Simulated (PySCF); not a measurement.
Species: C4H11As.
Geometry (PBE0-D3(BJ)/def2-SVP, Å), atoms numbered from 1 in this order:
```
atom  x, y, z in Å
C1     2.3966   -0.3964    0.1072
As2    1.0380    0.8846    0.7327
C3    -0.5547    0.0426   -0.1181
C4    -0.9317   -1.2243    0.6370
C5    -1.7021    1.0410   -0.1661
H6     3.3934    0.0557    0.2097
H7     2.2396   -0.6879   -0.9412
H8     2.3654   -1.2943    0.7407
H9     1.2649    1.8886   -0.3970
H10   -0.2605   -0.2234   -1.1473
H11   -1.8027   -1.7140    0.1701
H12   -0.1119   -1.9591    0.6526
H13   -1.2002   -1.0000    1.6827
H14   -2.5903    0.5937   -0.6431
H15   -1.4385    1.9454   -0.7361
H16   -1.9989    1.3583    0.8473
```

Linear response at CAM-B3LYP/def2-SVPD (PySCF, frozen core in the response, non-relativistic). Isolated species at its PBE0-D3(BJ)/def2-SVP geometry (one conformer only). Relativistic effects, spin–orbit coupling among them, are left out although an element past zinc is present.

Static isotropic polarisability: 83.45 au (12.37 Å³), principal values 72.0, 82.3, 96.0 au.

What is the polarisability at 1064 nm and at the sodium D line?

84.26 au at 1064 nm (+1.0 %), 86.19 au at 589.3 nm (+3.3 %). The rise at 589.3 nm is 3.38 times that at 1064 nm; a pure ω² law gives 3.26. The lowest singlet lies at 202 nm, shorter than both wavelengths.

What is the isotropic C6 coefficient between two such molecules, C6 = (3/π)∫α(iω)² dω?

2649 au (Eh·bohr⁶) by a ten-point quadrature over imaginary frequencies, which is 1580 eV·Å⁶ or 153 J·nm⁶/mol.

Which effective excitation energy ω̄ makes London's formula C6 = (3/4)α²ω̄ exact here?

ω̄ = 4·C6/(3α²) = 0.507 Eh = 13.8 eV. A one-pole form α(ω) = α/(1 − ω²/ω̄²) fitted to the 1064 nm value gives 11.9 eV. London's choice of the ionisation energy (8.82 eV, ΔSCF at the same level) gives C6 = 1690 au, 36 % too low.

How many electrons N does the Slater–Kirkwood formula C6 = (3/4)·√N·α^(3/2) need to give this C6?

N = (4·C6/3)²/α³ = 21.5; the species has 68 electrons in all.

How anisotropic is the static polarisability, by Δα² = ½[(α1 − α2)² + (α2 − α3)² + (α3 − α1)²]?

Δα = 20.8 au, or 0.25 of the isotropic value.

What three-body coefficient follows from the one-pole estimate C9 = (3/4)·α·C6?

166000 au. This is an estimate from the two numbers above, not a computed integral.

The lowest 6 singlets have (eV, f): 6.15, 0.043; 6.33, 0.112; 7.01, 0.151; 7.43, 0.049; 7.63, 0.021; 7.70, 0.040. What share of the static polarisability do they carry in the sum over states α = Σ f/ω²?

6.60 au, 7.9 % of α; the largest term, 2.27 au, is that of the state at 7.01 eV. Their oscillator strengths add up to 0.41. Higher states carry the rest.
